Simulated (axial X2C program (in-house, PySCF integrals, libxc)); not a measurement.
**BrCl⁺: from the spin-free to the two-component result**

Calculated with an in-house relativistic program for diatomic molecules. Spin-free means the one-electron spin-free X2C Hamiltonian; two-component (2c) means X2C with spin–orbit coupling and atomic mean-field two-electron Coulomb and Gaunt terms, so the difference of the two also holds small scalar two-electron terms. Basis: Br dyall-cv3z [8s9p6d4f1g], Cl dyall-av3z [9s8p3d2f] (cores contracted in-house); Gaussian nuclei, density fitting, unrestricted open shells. Masses: Br 78.918 u, Cl 34.969 u.

Spin-free state: M_S = 1/2, Λ = 1 (beyond evenly filled blocks: π+α, π+β, π-α); fragments Br+ + Cl.

```tsv
level	Re (Å)	ωe (cm⁻¹)	De (eV)	μ (D)
PBE0	2.046	527.1	3.318	0.60
PBE50	2.018	562.1	2.916	0.49
```

Dipoles are positive if Cl is the positive end and refer to the centre of mass.

Question: Within this multiplet, which Ω should lie lowest by the rule for regular and inverted multiplets?

Answer: The open π shell holds three electrons, one hole, so the multiplet is inverted: Ω = Λ + 1/2 = 3/2. The PBE0 2c search agrees.

Two-component determinant lowest at the distance of the search:

Ω = 3/2 (⟨Sz⟩ = 0.50, ⟨Lz⟩ = 1.00 at PBE0); fragments Br+ + Cl.

```json
{"level": "PBE0", "Re (Å)": "2.048", "ωe (cm⁻¹)": "524.7", "De (eV)": "3.319", "μ (D)": "0.51"}
{"level": "PBE50", "Re (Å)": "2.021", "ωe (cm⁻¹)": "558.9", "De (eV)": "2.916", "μ (D)": "0.39"}
```

Question: From the two tables, how do the constants change at the PBE0 level (2c against spin-free)?

Answer: At the PBE0 level Re goes up by 0.002 Å and ωe drops by 2.4 cm⁻¹; De is not compared, since the atomic limits differ or miss part of their spin–orbit lowering.

Occupations by symmetry block were frozen at the best pattern of an incomplete PBE0 search. De is counted from the lowest determinant-based energies of the atoms at the same level, without counterpoise correction. Density functionals use the spin component along the axis (collinear). In 2c an atomic determinant is not the ground J level, so De misses part of the atomic spin–orbit lowering. This holds for PBE0, PBE50. The functionals have no current-density term, which raises determinants with orbital currents, atoms included.
